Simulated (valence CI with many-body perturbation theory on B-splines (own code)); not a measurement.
Ni23+: magnetic and hyperfine properties of the levels

Computed by relativistic CI+MBPT: three valence electrons over a frozen Dirac-Fock core [He], radial functions for each j: 11 s, 11 p, 10 d, 8 f, 5 g, 2 h, with the one-electron correlation potential Σ1 (screened to all orders), the two-electron term Σ2, the three-electron term Σ3, Breit, model QED; selected single and double excitations, second order for the rest, scaled by the run's own slope (own B-spline code, finite nucleus).

No measured levels were compared; by estimate levels of excited configurations hold to 0.05 to 0.15 % of their energy, terms of the ground configuration to about 0.5 %.

A/g_I is the dipole constant over the nuclear g factor μ/I (μ in nuclear magnetons, uniformly magnetised nucleus), B/Q the quadrupole constant per barn. Both hold the static response of the core; the bare values leave it out. Large factors of s and p1/2 electrons are usually good to 5 to 10 %; those of open d and f shells near neutrality can be off by tens of per cent, and small factors of p3/2, d and f electrons come from cancelling terms and can be off by a factor of two or in sign, in half-filled shells by more. B is blank for J = 1/2, where it vanishes, and for nearly pure S terms. Energies count from the lowest level.

Names give the largest LS component (configuration and term), which can be under half, so a name can repeat, a term be missing and a line seem to break the LS rules; names also repeat where a configuration has a term twice. Letters in brackets count levels of one name in rising energy.

| Level | E (Ry) | g | A/g_I (MHz) | A/g_I bare | B/Q (MHz/b) | B/Q bare |
| --- | --- | --- | --- | --- | --- | --- |
| 2s2 2p 2P°_1/2 | 0.000 | 0.660 | 202000 | 199000 |  |  |
| 2s2 2p 2P°_3/2 | 1.494 | 1.329 | 37500 | 39400 | 68600 | 68900 |
| 2s 2p2 4P_1/2 | 4.167 | 2.616 | 402000 | 398000 |  |  |
| 2s 2p2 4P_3/2 | 4.916 | 1.722 | 161000 | 160000 | 55500 | 55800 |
| 2s 2p2 4P_5/2 | 5.547 | 1.559 | 171000 | 171000 | -53100 | -53300 |
| 2s 2p2 2D_3/2 | 7.688 | 0.836 | -22700 | -19700 | 87000 | 87300 |
| 2s 2p2 2D_5/2 | 8.058 | 1.232 | 177000 | 174000 | 122000 | 123000 |
| 2s 2p2 2P_1/2 | 8.714 | 1.154 | 144000 | 140000 |  |  |
| 2s 2p2 2S_1/2 | 10.299 | 1.554 | 519000 | 505000 |  |  |
| 2s 2p2 2P_3/2 | 10.422 | 1.297 | -49300 | -43500 | -60000 | -60200 |
| 2p3 4S°_3/2 | 12.974 | 1.867 | 1320 | 9950 | 12500 | 12500 |
| 2p3 2D°_3/2 | 14.415 | 0.991 | 29600 | 29800 | 56800 | 57000 |
| 2p3 2D°_5/2 | 14.819 | 1.196 | 67500 | 69300 | -536 | -538 |
| 2p3 2P°_1/2 | 16.234 | 0.660 | 203000 | 199000 |  |  |
| 2p3 2P°_3/2 | 17.070 | 1.264 | 36300 | 39100 | -67900 | -68200 |
| 2s2 3s 2S_1/2 | 87.620 | 2.000 | 184000 | 180000 |  |  |
| 2s2 3p 2P°_1/2 | 89.417 | 0.665 | 52800 | 52100 |  |  |
| 2s2 3p 2P°_3/2 | 89.837 | 1.334 | 21800 | 22100 | 21000 | 21100 |
| 2s 2p 3s 4P°_1/2 | 91.199 | 2.590 | 390000 | 383000 |  |  |
| 2s2 3d 2D_3/2 | 91.467 | 0.798 | 7440 | 7400 | 3810 | 3880 |
| 2s 2p 3s 4P°_3/2 | 91.553 | 1.689 | 282000 | 277000 | -45400 | -45600 |
| 2s2 3d 2D_5/2 | 91.594 | 1.199 | 2930 | 2930 | 5240 | 5350 |
| 2s 2p 3s 2P°_1/2 [a] | 92.231 | 0.711 | 170000 | 168000 |  |  |
| 2s 2p 3s 4P°_5/2 | 92.635 | 1.597 | 188000 | 186000 | 70600 | 70900 |
| 2s 2p 3p 4D_1/2 | 92.770 | 0.187 | -47400 | -45800 |  |  |
| 2s 2p 3p 4D_3/2 | 93.086 | 1.226 | 217000 | 213000 | -28300 | -28400 |
| 2s 2p 3s 2P°_3/2 [a] | 93.364 | 1.358 | 194000 | 192000 | 60700 | 60900 |
| 2s 2p 3p 2P_3/2 [a] | 93.515 | 1.483 | 75700 | 75000 | 3170 | 3170 |
| 2s 2p 3p 2P_1/2 [a] | 93.668 | 0.665 | -147000 | -145000 |  |  |
| 2s 2p 3p 4D_5/2 | 93.705 | 1.381 | 138000 | 136000 | -934 | -949 |
| 2s 2p 3p 4P_1/2 | 93.844 | 2.565 | 429000 | 422000 |  |  |
| 2s 2p 3p 2D_3/2 [a] | 94.072 | 1.295 | 94600 | 93800 | 16000 | 16100 |
| 2s 2p 3d 4F°_3/2 | 94.633 | 0.473 | -63200 | -61700 | 12500 | 12600 |
| 2s 2p 3p 4P_3/2 | 94.663 | 1.455 | 203000 | 200000 | 49000 | 49200 |
| 2s 2p 3p 4D_7/2 | 94.692 | 1.426 | 113000 | 113000 | 90900 | 91300 |
| 2s 2p 3p 4P_5/2 | 94.839 | 1.456 | 160000 | 159000 | 28400 | 28600 |
| 2s 2p 3d 4F°_5/2 | 94.859 | 1.077 | 64300 | 63400 | -3850 | -3800 |
| 2s 2p 3p 4S_3/2 | 94.924 | 1.579 | 164000 | 162000 | 12800 | 12900 |
| 2s 2p 3d 4F°_7/2 | 95.226 | 1.270 | 95900 | 94400 | -17200 | -17100 |
| 2s 2p 3d 4P°_5/2 | 95.256 | 1.403 | 97400 | 95400 | 2310 | 2380 |

(1) Take the isotope of mass number 61, with I = 3/2, μ = -0.74965 μN and Q = 0.162 b. What is the hyperfine structure of 2s 2p2 4P_1/2?

Results:

(1) From the table A = -201000 MHz. Shifts from the centre of gravity in MHz: F = 1: 251000, F = 2: -151000.
